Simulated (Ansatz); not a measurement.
Basis-set extrapolation for CH₃BF₂, SMILES `FBCF` (PBE0-D4/def2-TZVP geometry, frozen core, the Gaussian-basis code of Ansatz). Multiplicity 1, RHF reference.

|  | def2-TZVPP | def2-QZVPP |
| --- | --- | --- |
| HF | -263.333370 | -263.345346 |
| MP2 correlation | -0.763255 | -0.829520 |
| CCSD(T) correlation | -0.809400 | not run |

Energies in hartree. Use E(X) = E(∞) + A·exp(−7.88·√X) for Hartree–Fock and E(X) = E(∞) + B·X^(−2.97) for correlation, with X = 3 and 4, and add CCSD(T) minus MP2 of the smaller set to the MP2 limit.

**Question.** What is the CCSD(T) energy at the basis-set limit?

**Answer.** HF limit: -263.345346 + (-0.011976) × 0.13774 = -263.34700. MP2 limit: -0.829520 + (-0.066265) × 0.74074 = -0.87861. Higher-order term: -0.809400 − (-0.763255) = -0.04614. Total: -264.27175 hartree, 338.6 kJ/mol below CCSD(T)/def2-TZVPP.
